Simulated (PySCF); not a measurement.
Species: CH₃F₃GeS.
Atom-mapped SMILES: `[F:1][C:2]([F:3])([F:4])[GeH2:5][SH:6]` (hydrogens: H7, H8 on Ge5; H9 on S6)

Computed by this run: PySCF, PBE0-D3(BJ)/def2-SVP geometry optimisation, gas phase; density fitting, grid level 1; the optimiser is geomeTRIC in internal coordinates, started from a GFN2-xTB structure with every atom displaced at random (about 0.01 Å).

Step 5: E = -76553.5029 eV
```
atom  x, y, z in Å  |  force x, y, z in eV/Å
F1     -0.7183   -1.4293   -0.9576   -0.005   0.039   0.007
C2     -1.0468   -0.5045   -0.0418    0.119  -0.097   0.096
F3     -1.2578   -1.1430    1.1142   -0.018   0.001  -0.076
F4     -2.2056    0.0402   -0.4210   -0.102   0.051  -0.021
Ge5     0.3942    0.8697    0.1445   -0.020   0.005   0.012
S6      2.2974   -0.2225    0.4411   -0.004  -0.012   0.019
H7      0.3901    1.7405   -1.1209   -0.005  -0.019  -0.008
H8      0.1223    1.6787    1.4160    0.026   0.020  -0.011
H9      2.0823   -1.0459   -0.6089    0.008   0.011  -0.018
```

Step 6: E = -76553.5059 eV
```
atom  x, y, z in Å  |  force x, y, z in eV/Å
F1     -0.7658   -1.4161   -0.9749    0.028  -0.027  -0.032
C2     -1.0652   -0.5050   -0.0395    0.066  -0.061   0.151
F3     -1.2523   -1.1580    1.1138   -0.018   0.011  -0.102
F4     -2.2315    0.0503   -0.3825   -0.066   0.071  -0.009
Ge5     0.3912    0.8543    0.1409   -0.024   0.029  -0.008
S6      2.2805   -0.2452    0.4884   -0.001  -0.034  -0.035
H7      0.4226    1.7032   -1.1404   -0.012  -0.033   0.016
H8      0.1176    1.6881    1.3965    0.019   0.007  -0.015
H9      2.1608   -0.9879   -0.6367    0.007   0.037   0.034
```

Step 7: E = -76553.5084 eV
```
atom  x, y, z in Å  |  force x, y, z in eV/Å
F1     -0.7979   -1.4023   -0.9898    0.007  -0.044  -0.039
C2     -1.0790   -0.5070   -0.0347    0.020   0.002   0.137
F3     -1.2577   -1.1779    1.1083   -0.020   0.010  -0.086
F4     -2.2463    0.0667   -0.3527    0.000   0.027  -0.003
Ge5     0.3885    0.8404    0.1415   -0.007   0.031  -0.015
S6      2.2704   -0.2607    0.5193    0.009  -0.029  -0.048
H7      0.4365    1.6631   -1.1561   -0.010  -0.025   0.021
H8      0.1219    1.7004    1.3808    0.001  -0.005  -0.011
H9      2.2212   -0.9390   -0.6510    0.000   0.032   0.045
```

Task: Estimate the geometry and energy of step 8. (The exact step hangs on the optimiser's Hessian estimate; all steps are aligned on step 7, rigid shifts and turns removed.)

Result: E = -76553.5099 eV, largest force 0.063 eV/Å
```
atom  x, y, z in Å  |  force x, y, z in eV/Å
F1     -0.8178   -1.3939   -0.9980    0.006  -0.029  -0.026
C2     -1.0863   -0.5091   -0.0286   -0.028   0.019   0.053
F3     -1.2716   -1.1942    1.1022   -0.002   0.008  -0.026
F4     -2.2491    0.0831   -0.3367    0.027   0.009   0.002
Ge5     0.3883    0.8303    0.1444    0.010   0.004  -0.008
S6      2.2707   -0.2664    0.5338    0.006  -0.005  -0.020
H7      0.4381    1.6312   -1.1651   -0.004  -0.006   0.009
H8      0.1268    1.7086    1.3711   -0.010  -0.009   0.000
H9      2.2586   -0.9058   -0.6575   -0.004   0.009   0.017
```

The energy changes by -0.0016 eV. The first-order estimate −F·Δx gives -0.0021 eV and the mean of the old and new forces, exact on a quadratic surface, -0.0012 eV. The step makes an angle of 82° with the force vector and moves no atom by more than 0.050 Å.

What follows is the cost of the whole optimisation. On Arm Neoverse V2, one thread, no GPU, shared host with 192 logical CPUs at a one-minute load of 30, this took 58 s of wall time and 0.51 GiB of memory at its peak.
